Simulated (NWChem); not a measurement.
System: SiH$_{3}$F; SMILES F[SiH3]

Here is an NWChem input.

```
start job
memory heap 200 mb stack 900 mb global 1100 mb
geometry units angstroms noautosym nocenter noautoz
  Si     0.000000     0.000000    -0.456877
  F      0.000000     0.000000     1.181924
  H      1.005153     1.005153    -0.939103
  H      0.367912    -1.373065    -0.939103
  H     -1.373065     0.367912    -0.939103
end
basis spherical
  * library iglo-ii
end
dft
  xc hfexch
  iterations 150
end
property
  shielding 3 1 2 3
end
task dft property
```

Output (shortened):

```
             Northwest Computational Chemistry Package (NWChem) 7.3.0
             --------------------------------------------------------

                             Geometry "geometry" -> ""
                             -------------------------

 Output coordinates in angstroms (scale by  1.889725989 to convert to a.u.)

  No.       Tag          Charge          X              Y              Z
 ---- ---------------- ---------- -------------- -------------- --------------
    1 Si                  14.0000     0.00000000     0.00000000    -0.45687700
    2 F                    9.0000     0.00000000     0.00000000     1.18192400
    3 H                    1.0000     1.00515300     1.00515300    -0.93910300
    4 H                    1.0000     0.36791200    -1.37306500    -0.93910300
    5 H                    1.0000    -1.37306500     0.36791200    -0.93910300

 Effective nuclear repulsion energy (a.u.)      61.7330186300

  xc_inp: hfexch multiplicative factor not found.
                              NWChem Property Module
                              ----------------------

  itol2e modified to match energy
  convergence criterion.

                                 NWChem DFT Module
                                 -----------------

 Summary of "ao basis" -> "ao basis" (spherical)
 ------------------------------------------------------------------------------
       Tag                 Description            Shells   Functions and Types
 ---------------- ------------------------------  ------  ---------------------
 Si                         iglo-ii                 15       35   7s6p2d
 F                          iglo-ii                 10       22   5s4p1d
 H                          iglo-ii                  4        6   3s1p

  itol2e modified to match energy
  convergence criterion.

            General Information
            -------------------
          SCF calculation type: DFT
          Wavefunction type:  closed shell.
          No. of atoms     :     5
          No. of electrons :    26
           Alpha electrons :    13
            Beta electrons :    13
          Charge           :     0
          Spin multiplicity:     1
          Use of symmetry is: off; symmetry adaption is: off
          Maximum number of iterations: 150
          AO basis - number of functions:    75
                     number of shells:    37
          Convergence on energy requested:  1.00D-07
          Convergence on density requested:  1.00D-05
          Convergence on gradient requested:  5.00D-04

[...]

          -----------------------------------------
          Chemical Shielding Tensors (GIAO, in ppm)
          -----------------------------------------

                                NWChem CPHF Module
                                ------------------

  scftype          =     RHF
  nclosed          =       13
  nopen            =        0
  variables        =      806
  # of vectors     =        3
  tolerance        = 0.10D-03
  level shift      = 0.00D+00
  max iterations   =       50
  max subspace     =       30

 SCF residual:    1.6489844934867275E-005

Iterative solution of linear equations
  No. of variables      806
  No. of equations        3
  Maximum subspace       30
        Iterations       50
       Convergence  1.0D-04

   iter   nsub   residual    time
   ----  ------  --------  ---------
     1      3    7.33D-01      11.2
     2      6    6.48D-02      12.8
     3      9    5.36D-03      14.5
     4     12    1.30D-03      16.1
     5     15    2.87D-04      17.7
     6     18    4.16D-05      19.3

      Atom:    1  Si
        Diamagnetic
    871.9471      0.0000      0.0000
      0.0000    871.9471      0.0000
      0.0000      0.0000    880.0062

        Paramagnetic
   -476.2941      0.0000      0.0000
      0.0000   -476.2941      0.0000
      0.0000      0.0000   -397.7843

        Total Shielding Tensor
    395.6530      0.0000      0.0000
      0.0000    395.6530      0.0000
      0.0000      0.0000    482.2219

           isotropic =     424.5093
          anisotropy =      86.5689

          Principal Components and Axis System
                 1           2           3
              482.2219    395.6530    395.6530

      1         0.0000      0.7071     -0.7071
      2         0.0000      0.7071      0.7071
      3         1.0000     -0.0000     -0.0000

      Atom:    2  F
        Diamagnetic
    466.0119      0.0000      0.0000
      0.0000    466.0119      0.0000
      0.0000      0.0000    490.3006

        Paramagnetic
    -43.5163     -0.0000      0.0000
     -0.0000    -43.5163      0.0000
      0.0000      0.0000    -74.0853

        Total Shielding Tensor
    422.4956     -0.0000      0.0000
     -0.0000    422.4956      0.0000
      0.0000      0.0000    416.2153

           isotropic =     420.4021
          anisotropy =       3.1402

          Principal Components and Axis System
                 1           2           3
              422.4956    422.4955    416.2153

      1        -0.7071      0.7071     -0.0000
      2         0.7071      0.7071     -0.0000
      3         0.0000      0.0000      1.0000

      Atom:    3  H
        Diamagnetic
     29.4408      5.4285     -3.1752
      5.4285     29.4408     -3.1752
     -3.1752     -3.1752     27.2069

        Paramagnetic
     -2.6456     -2.9627      1.3387
     -2.9627     -2.6456      1.3387
      1.3387      1.3387     -0.1584

        Total Shielding Tensor
     26.7952      2.4658     -1.8364
      2.4658     26.7952     -1.8364
     -1.8364     -1.8364     27.0485

           isotropic =      26.8796
          anisotropy =       6.1470

          Principal Components and Axis System
                 1           2           3
               30.9776     25.3318     24.3294

      1         0.5899      0.3899      0.7071
      2         0.5899      0.3899     -0.7071
      3        -0.5514      0.8342      0.0000
```

Level: Hartree-Fock/IGLO-II, GIAO. Geometry: optimised at PBE-D3(BJ)/def2-SVP. The printed shielding anisotropy is the first printed principal value minus the mean of the other two.
